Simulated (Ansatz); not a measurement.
Gas-phase electronic energies from Ansatz, PBE0-D4/def2-TZVP geometries. CCSD(T)/CBS adds triple-zeta CCSD(T) − MP2 to the extrapolated MP2 energy (def2 sets, frozen cores). This one scheme is used for every species. Functionals use def2-TZVPP. B3LYP here is the variant with VWN-RPA as its local correlation; programs differ in this. HSE06 is defined as in plane-wave codes. For Br, Ga outer-core shells are correlated without core-valence functions, which leaves a few kJ/mol of doubt a bond. Scalar relativity is left out up to krypton. Each species was taken in one conformer, which may not be the lowest.

Consider the ligand exchange at a Ga–Cl bond: `[OH][Ga]([OH])[Cl]` + HBr → `[OH][Ga]([OH])[Br]` + HCl.

| level | ΔE (kcal/mol) | difference from CCSD(T)/CBS |
| --- | --- | --- |
| LDA (SPW92) | -2.5 | 0.4 |
| PBE-D4 | -2.8 | 0.1 |
| revPBE-D4 | -2.7 | 0.2 |
| BLYP-D4 | -2.5 | 0.4 |
| r2SCAN-D4 | -2.6 | 0.3 |
| B97M-V | -1.8 | 1.1 |
| B3LYP-D4 | -2.7 | 0.2 |
| r2SCANh-D4 | -2.7 | 0.2 |
| r2SCAN0-D4 | -2.8 | 0.1 |
| HSE06-D4 | -2.9 | 0.0 |
| BHLYP-D4 | -2.9 | 0.0 |
| CAM-B3LYP-D4 | -2.3 | 0.6 |
| ωB97X-V | -2.4 | 0.5 |
| ωB97M-V | -2.6 | 0.3 |
| B2PLYP | -2.6 | 0.3 |
| PBE-QIDH | -3.0 | -0.1 |
| PBE | -2.6 | 0.3 |
| revPBE | -2.6 | 0.3 |
| BLYP | -2.2 | 0.7 |
| PBE0 | -2.8 | 0.1 |
| B3LYP | -2.4 | 0.5 |
| r2SCANh | -2.6 | 0.3 |
| r2SCAN0 | -2.7 | 0.2 |
| HSE06 | -2.8 | 0.1 |
| CAM-B3LYP | -2.1 | 0.8 |
| LC-ωPBE | -2.4 | 0.5 |
| RPA@PBE/def2-TZVPP | -2.6 | 0.3 |
| HF/def2-SVP | -1.1 | 1.8 |
| MP2/def2-SVP | -1.8 | 1.1 |
| CCSD/def2-SVP | -1.3 | 1.6 |
| CCSD(T)/def2-SVP | -1.3 | 1.6 |
| HF/def2-TZVPP | -2.5 | 0.4 |
| MP2/def2-TZVPP | -3.1 | -0.2 |
| SCS-MP2/def2-TZVPP | -2.8 | 0.1 |
| CCSD/def2-TZVPP | -2.8 | 0.1 |
| CCSD(T)/def2-TZVPP | -2.8 | 0.1 |
| HF/def2-QZVPP | -2.4 | 0.5 |
| MP2/def2-QZVPP | -3.1 | -0.2 |
| HF/CBS(def2) | -2.4 | 0.5 |
| MP2/CBS(def2) | -3.2 | -0.3 |
| CCSD(T)/CBS | -2.9 | 0 |

Largest T1 diagnostic among the species: 0.013.

Leaving LDA and LC-ωPBE aside and taking each functional with its dispersion term where it has one, the values spread over 1.1 kcal/mol, from PBE-QIDH to B97M-V. At CCSD(T), def2-SVP lies +1.6 kcal/mol from the extrapolated value and def2-TZVPP +0.1 kcal/mol.
